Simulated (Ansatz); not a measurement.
Two isomers of CH5F2NOSi: A = `NC(F)O[SiH2]F`, B = `CO[Si](N)(F)F`.

Computed with Ansatz on PBE0-D4/def2-TZVP structures; ΔE is electronic, products minus reactants. CCSD(T)/CBS is the MP2 limit (def2-TZVPP, def2-QZVPP) plus CCSD(T) − MP2 in def2-TZVPP, frozen cores. Functionals use def2-TZVPP. B3LYP here is the variant with VWN-RPA as its local correlation; programs differ in this. Each species was taken in one conformer, which may not be the lowest.

**Question.** Which isomer does CCSD(T)/CBS put lower? Give the gap. (Estimate.)

**Answer.** The calculation gave: B, by 73.9 kcal/mol.

**Question.** Give E(B) − E(A) in kcal/mol with MP2/def2-TZVPP, B3LYP, PBE0-D4, CCSD/def2-TZVPP, B3LYP-D4, ωB97M-V, r2SCAN-D4. (Estimate.)

**Answer.** Computed: MP2/def2-TZVPP -74.4, B3LYP -70.5, PBE0-D4 -69.4, CCSD/def2-TZVPP -73.0, B3LYP-D4 -71.1, ωB97M-V -71.1, r2SCAN-D4 -71.2. None reverses the order clearly.

Largest T1 diagnostic: 0.012.

From PBE to PBE0 (25 % exact exchange), in def2-TZVPP and without D4, E(B) − E(A) moves by −3.0 kcal/mol.
